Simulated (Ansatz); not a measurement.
A CCSD(T) single point on `C[OH+][In-]([Cl])([Cl])[Cl]`.

```yaml
crystal:
  periodic: [false, false, false]
  atoms:
    - {symbol: C, position_ang: [0.477719, -1.231054, 0.804559]}
    - {symbol: O, position_ang: [0.759282, 0.035198, 0.192649]}
    - {symbol: In, position_ang: [-0.826292, 1.345446, -0.756070]}
    - {symbol: Cl, position_ang: [-2.348273, -0.328914, -1.276479]}
    - {symbol: Cl, position_ang: [0.700846, 1.973291, -2.396144]}
    - {symbol: Cl, position_ang: [-1.363337, 2.798403, 0.954985]}
    - {symbol: H, position_ang: [1.379530, -1.608501, 1.287268]}
    - {symbol: H, position_ang: [0.102041, -1.944133, 0.069734]}
    - {symbol: H, position_ang: [-0.286521, -1.050931, 1.557283]}
    - {symbol: H, position_ang: [1.488103, -0.040005, -0.434683]}
basis:
  gaussian: {orbitals: def2-SVP}
correlation: {method: ccsd_t}
```

```sh
$ ansatz run in.yaml --threads 4 --pin off --events-out ev --progress --plain --max-ram 11315MiB
```

Log, shortened:

```
Functional definition: HF
1296 factors; integrals over basis functions are off by at most 1.1e-3 eV
mean field evaluation 1: about -45778.9104 eV, gradient 2.9e1 eV
mean field evaluation 2: about -45778.9362 eV, gradient 2.9e1 eV
mean field evaluation 4: about -45781.2710 eV, gradient 2.7e0 eV
mean field evaluation 8: about -45781.2939 eV, gradient 8.9e-5 eV
mean field -45781.29391524 eV, -1682.4315197095 hartree, gradient 2.5e-6 eV, S^2 0.000000; 0 other end points of the search recorded, 0 dependent functions left out
21 core orbitals not correlated: weight in the atoms' cores, before any rotation towards them, 1.000 or more for the frozen orbitals, at most 0.000 for the correlated occupied ones
reference -45781.29391524 eV, -1682.4315197095 hartree; 24, 24 occupied and 83, 83 virtual orbitals, 1296 factors
second order -22.05942567 eV of doubles, -0.00000000 eV of singles
cycle   1  -23.13226975 eV  change    -1.1e0 eV  update   9.3e-2
cycle   2  -23.61601119 eV  change   -4.8e-1 eV  update   2.6e-2
cycle   3  -23.70595279 eV  change   -9.0e-2 eV  update   1.2e-2
cycle   4  -23.70233019 eV  change    3.6e-3 eV  update   2.6e-3
cycle   5  -23.70141698 eV  change    9.1e-4 eV  update   7.9e-4
cycle   6  -23.70124025 eV  change    1.8e-4 eV  update   2.4e-4
cycle   7  -23.70116818 eV  change    7.2e-5 eV  update   8.0e-5
cycle   8  -23.70118878 eV  change   -2.1e-5 eV  update   2.8e-5
perturbative correction -0.52823906 eV, -0.0194124272 hartree
Total energy: -45805.52334307 eV, -1683.3219347590 hartree
```

It took 21 s on 4 threads of an Arm Neoverse V1 on a shared host, with 0.8 GiB of host memory at the peak.

The correlation energy is -24.229 eV, 2.2 % of it from (T); the T1 diagnostic reads 0.0090.
